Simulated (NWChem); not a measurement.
System: C₃H₄F₂Si; SMILES C([SiH2]F)(=C=C)F

```xyz
10

C      1.5525    -2.1471     0.0000
C      0.5123    -1.3554     0.0000
C     -0.4807    -0.5026     0.0000
F     -1.7866    -0.9397     0.0000
Si    -0.3597     1.3659     0.0000
F      1.2032     1.7645     0.0000
H      2.0060    -2.4950    -0.9270
H      2.0060    -2.4950     0.9270
H     -1.0087     1.9119     1.2168
H     -1.0087     1.9119    -1.2168
```
Atoms are numbered in this order, from 1.

Results from NWChem. Pople sets run with spherical d functions. Coordinates come from a B3LYP/6-31G* (spherical d) optimisation. Level: M05-2X/6-31G* with SMD (1 M gas to 1 M solution), gas-phase geometry. Reactions with the solvent are ignored.

Q: Among these, which solvent gives the highest value of “solvation free energy (kcal/mol)”?
(A) water
(B) acetone
(C) cyclohexanone
(D) 1-octanol

A: A, water. Values: acetone -2.7; cyclohexanone -1.8; 1-octanol -1.7; water 1.5
